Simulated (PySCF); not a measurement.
Sn⁺: ionisation energy

Sn⁺ [Kr] 4d10 5s2 5p1 (2P) → Sn²⁺ [Kr] 4d10 5s2 (1S), as a difference of total energies. Calculation: PySCF 2.14, in def2-SVP with the def2 core potential (28 electrons) (4s4p2d, 26 functions); scalar relativity through the core potential. Correlated levels: valence: 4s2 4p6 4d10 frozen. The calculations carry no spin-orbit coupling.

```csv
method,ionisation energy (eV)
UHF,13.718
M06-L,13.867
LDA,14.408
MP2 (valence),13.852
SCS-MP2 (valence),13.835
CCSD (valence),13.921
CCSD(T) (valence),13.931
```

Errors of the correlated levels include the incompleteness of this basis and the frozen core.

Which method comes closest to the reference value, and which is furthest?

The reference is 14.282 eV (measured; NIST levels, between the centres of gravity of the two terms). Closest: LDA (error 0.126 eV); furthest: UHF (error -0.564 eV).
